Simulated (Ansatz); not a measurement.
The cluster Hg₃S₃⁺, relaxed as a doublet with UKS r2SCAN-D4/def2-SVP in Ansatz, starting from the GFN1-xTB geometry. Force threshold 0.02 eV/Å.

In the def2 sets Hg takes a core potential; there is no spin–orbit coupling. Another isomer (doublet) lies 0.30 eV lower at PBE0-D4/def2-TZVP; other spin states weren't run for this one.

Start:

```xyz
6

Hg   -1.8259    2.6114    0.4262
Hg    2.5896   -0.3533   -0.0945
Hg    2.7892   -3.0767    0.3832
S    -1.0403   -0.2230   -0.9568
S    -2.7315    0.1671    0.0158
S     0.2190    0.8745    0.2261
```

```json
{"step": "1", "energy (eV)": "-45023.0746", "largest force component (eV/Å)": "0.918", "SCF passes": "31"}
{"step": "2", "energy (eV)": "-45023.2455", "largest force component (eV/Å)": "0.813", "SCF passes": "43"}
{"step": "3", "energy (eV)": "-45023.3448", "largest force component (eV/Å)": "0.620", "SCF passes": "38"}
{"step": "4", "energy (eV)": "-45023.3975", "largest force component (eV/Å)": "0.333", "SCF passes": "39"}
{"step": "5", "energy (eV)": "-45023.4328", "largest force component (eV/Å)": "0.195", "SCF passes": "37"}
{"step": "6", "energy (eV)": "-45023.4930", "largest force component (eV/Å)": "0.259", "SCF passes": "39"}
{"step": "7", "energy (eV)": "-45023.5291", "largest force component (eV/Å)": "0.281", "SCF passes": "33"}
{"step": "8", "energy (eV)": "-45023.5877", "largest force component (eV/Å)": "0.285", "SCF passes": "32"}
{"step": "9", "energy (eV)": "-45023.6307", "largest force component (eV/Å)": "0.182", "SCF passes": "32"}
{"step": "10", "energy (eV)": "-45023.6466", "largest force component (eV/Å)": "0.191", "SCF passes": "35"}
{"step": "11", "energy (eV)": "-45023.6594", "largest force component (eV/Å)": "0.187", "SCF passes": "26"}
{"step": "12 (rejected)", "energy (eV)": "-45023.6478", "largest force component (eV/Å)": "0.574", "SCF passes": "32"}
{"step": "13", "energy (eV)": "-45023.6668", "largest force component (eV/Å)": "0.051", "SCF passes": "29"}
{"step": "14", "energy (eV)": "-45023.6704", "largest force component (eV/Å)": "0.047", "SCF passes": "28"}
{"step": "15", "energy (eV)": "-45023.6728", "largest force component (eV/Å)": "0.041", "SCF passes": "28"}
{"step": "16 (rejected)", "energy (eV)": "-45023.6682", "largest force component (eV/Å)": "0.431", "SCF passes": "31"}
{"step": "17", "energy (eV)": "-45023.6731", "largest force component (eV/Å)": "0.030", "SCF passes": "26"}
{"step": "18", "energy (eV)": "-45023.6739", "largest force component (eV/Å)": "0.008", "SCF passes": "26"}
{"step": "19 (rejected)", "energy (eV)": "-45023.6724", "largest force component (eV/Å)": "0.253", "SCF passes": "29"}
{"step": "20", "energy (eV)": "-45023.6744", "largest force component (eV/Å)": "0.049", "SCF passes": "26"}
{"step": "21 (rejected)", "energy (eV)": "-45023.6743", "largest force component (eV/Å)": "0.105", "SCF passes": "27"}
{"step": "22", "energy (eV)": "-45023.6746", "largest force component (eV/Å)": "0.035", "SCF passes": "26"}
{"step": "23", "energy (eV)": "-45023.6747", "largest force component (eV/Å)": "0.034", "SCF passes": "27"}
{"step": "24", "energy (eV)": "-45023.6749", "largest force component (eV/Å)": "0.027", "SCF passes": "26"}
{"step": "25", "energy (eV)": "-45023.6749", "largest force component (eV/Å)": "0.017", "SCF passes": "28"}
{"step": "26", "energy (eV)": "-45023.6749", "largest force component (eV/Å)": "0.006", "SCF passes": "27"}
{"step": "27", "energy (eV)": "-45023.6749", "largest force component (eV/Å)": "0.005", "SCF passes": "26"}
```

Force components are those of the run's own axes.

End:

```xyz
6

Hg   -1.214    3.449    0.456
Hg    1.704   -0.887    0.194
Hg    3.536   -3.017    0.328
S    -1.414    0.152   -1.095
S    -2.748   -0.745   -0.009
S     0.136    1.049    0.127
```

Bonds lost: Hg1–S5 (atoms count from 1).

The force fell under the threshold at step 18, but the optimiser went on. No frequencies were taken in this run, so the end may be a saddle point.

Run time 5 min (4 threads of Arm Neoverse N1 on a shared host).
